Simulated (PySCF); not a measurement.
## Polarisability and C₆ of Si(2+) (silicon, charge +2)

[Ne] 3s2, closed-shell 1S. All numbers are calculated (PySCF 2.14, scalar relativity by spin-free X2C-1e, in aug-cc-pCVTZ-DK (8s7p5d3f, 75 functions)). Coupled (time-dependent) response in atomic units; α is the mean over directions.

```json
{"method": "UHF", "mean α (bohr³)": "12.42", "C₆ (like pair)": "44.15", "S(−4)": "89.27"}
{"method": "PBE", "mean α (bohr³)": "11.56", "C₆ (like pair)": "39.46", "S(−4)": "78.51"}
{"method": "PBE0", "mean α (bohr³)": "11.81", "C₆ (like pair)": "40.75", "S(−4)": "81.68"}
{"method": "B97-3", "mean α (bohr³)": "11.79", "C₆ (like pair)": "40.67", "S(−4)": "81.37"}
{"method": "CAM-B3LYP", "mean α (bohr³)": "11.43", "C₆ (like pair)": "38.84", "S(−4)": "76.71"}
```

S(−4) is the Cauchy moment in α(ω) = α(0) + S(−4) ω² + …

α(iu) at CAM-B3LYP:

| u (hartree) | α(iu) (bohr³) |
| --- | --- |
| 0 | 11.43 |
| 0.0500 | 11.24 |
| 0.100 | 10.72 |
| 0.200 | 9.025 |
| 0.300 | 7.162 |
| 0.500 | 4.360 |
| 0.750 | 2.531 |
| 1.00 | 1.640 |
| 1.50 | 0.8750 |
| 2.00 | 0.5686 |
| 3.00 | 0.3225 |
| 5.00 | 0.1662 |

A single London oscillator, α(iu) = α/(1 + u²/ω²), gives C₆ = (3/4) ω α². Matching the computed C₆ needs ω = 4 × 38.84 / (3 × 11.43²) = 0.396 hartree.

For an ion, C₆ is the dispersion term alone; charge-induced terms of lower order in 1/R come first.
